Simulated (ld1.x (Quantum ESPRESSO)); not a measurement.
# What the settings do to the TM potential of V

Base potential:

- Element: vanadium (V)
- Generator: ld1.x (Quantum ESPRESSO) 7.5
- Type: norm-conserving Troullier–Martins (Kleinman–Bylander form)
- Functional: PBE
- Relativity: scalar-relativistic
- Frozen core: [Ne] 3s2
- Valence charge: 11
- Reference configuration: 3p6 3d3 4s1 4p0 (charge +1)
- Partial waves: 3p (bound): rc 1.05 bohr; 3d (bound): rc 1.90 bohr; 4s (bound): rc 1.80 bohr
- Local potential: the s channel
- Core correction: none

All-electron outer shells of the reference configuration (PBE, scalar-relativistic, ld1.x):

```json
{"shell": "3s", "level (eV)": "-77.83", "outermost node (bohr)": "0.38", "outermost maximum (bohr)": "0.82"}
{"shell": "3p", "level (eV)": "-51.65", "outermost node (bohr)": "0.35", "outermost maximum (bohr)": "0.84"}
{"shell": "3d", "level (eV)": "-12.63", "outermost node (bohr)": "–", "outermost maximum (bohr)": "0.90"}
{"shell": "4s", "level (eV)": "-10.90", "outermost node (bohr)": "1.17", "outermost maximum (bohr)": "2.59"}
{"shell": "4p", "level (eV)": "-6.83", "outermost node (bohr)": "1.29", "outermost maximum (bohr)": "3.20"}
```

Cutoffs, loose and tight: the cutoffs (Ry, on a coarse ladder) from which the occupation-weighted sum of valence levels, in a spherical-Bessel basis at the reference potential, stays within 10 and 1 mRy of its value at 400 Ry. They do not see the model core or the augmentation charge, which bear on the density cutoff. Test errors are all-electron minus pseudo excitation energies from the reference, over the configurations 3p6 3d3 4s2 4p0; 3p6 3d3 4s0 4p0; 3p6 3d2 4s0 4p0; 3p6 3d3 4s1.5 4p0; 3p6 3d3 4s0 4p1; 3p6 3d3 4s1 4p1; 3p6 3d3.5 4s1.5 4p0. A dash means not determined; rows that change the core or the reference have their own tests.

```tsv
change	outcome	cutoff, loose	cutoff, tight	bound ghosts	largest test error (meV)
base	generated	90 Ry	160 Ry	none	-771
wave 3p (bound): rc 1.05 bohr becomes 3p (bound): rc 0.92 bohr	generated	100 Ry	180 Ry	none	-771
wave 3p (bound): rc 1.05 bohr becomes 3p (bound): rc 1.04 bohr	generated	90 Ry	160 Ry	none	-771
wave 3p (bound): rc 1.05 bohr becomes 3p (bound): rc 1.32 bohr	generated	70 Ry	100 Ry	none	-771
wave 3p (bound): rc 1.05 bohr becomes 3p (bound): rc 1.46 bohr	generated	70 Ry	100 Ry	none	-770
wave 3p (bound): rc 1.05 bohr becomes 3p (bound): rc 1.54 bohr	generated	70 Ry	100 Ry	none	-770
```

(1) What comes out with this change to the base: wave 3p (bound): rc 1.05 bohr becomes 3p (bound): rc 0.84 bohr?

(2) What comes out with this change to the base: wave 3p (bound): rc 1.05 bohr becomes 3p (bound): rc 0.66 bohr?

(3) What comes out with this change to the base: wave 3p (bound): rc 1.05 bohr becomes 3p (bound): rc 1.16 bohr?

Results:

(1) outcome: generated; cutoff, loose: 100 Ry; cutoff, tight: 200 Ry; bound ghosts: none; largest test error (meV): -771.

(2) outcome: generated; cutoff, loose: 300 Ry; cutoff, tight: over 300 Ry; bound ghosts: none; largest test error (meV): -771.

(3) outcome: generated; cutoff, loose: 80 Ry; cutoff, tight: 110 Ry; bound ghosts: none; largest test error (meV): -771.

Reading the sweep of the p radius (base included, trends over the rows without a ghost): The loose cutoff falls from 300 Ry at 0.66 to 70 Ry at 1.54 bohr. A larger radius leaves more room for a smooth pseudo-wave, so fewer plane waves are needed; a smaller one forces it to follow the all-electron wave where it bends sharply. The median size of the test errors (rows with all tests solved) stays near 10.1 meV.
